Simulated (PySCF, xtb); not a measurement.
phosphoric acid (H3O4P), SMILES OP(O)(O)=O. One conformer was computed; it need not be the lowest.

Harmonic wavenumbers (cm⁻¹) from GFN2-xTB in xtb at its own minimum, in rising order: 199, 201, 226, 350, 351, 404, 418, 419, 796, 839, 839, 895, 895, 943, 1269, 3637, 3638, 3651.

### Question
What does B3LYP-D3(BJ)/def2-SVP in PySCF give at its own minimum? (Estimate from the structure and the level; the computed values follow.)

### Answer
148, 148, 301, 368, 368, 445, 445, 447, 828, 921, 921, 1026, 1035, 1035, 1319, 3822, 3822, 3825. Paired by order, the mean absolute difference is 81 cm⁻¹ and the zero-point energies are 28.6 and 30.3 kcal/mol.
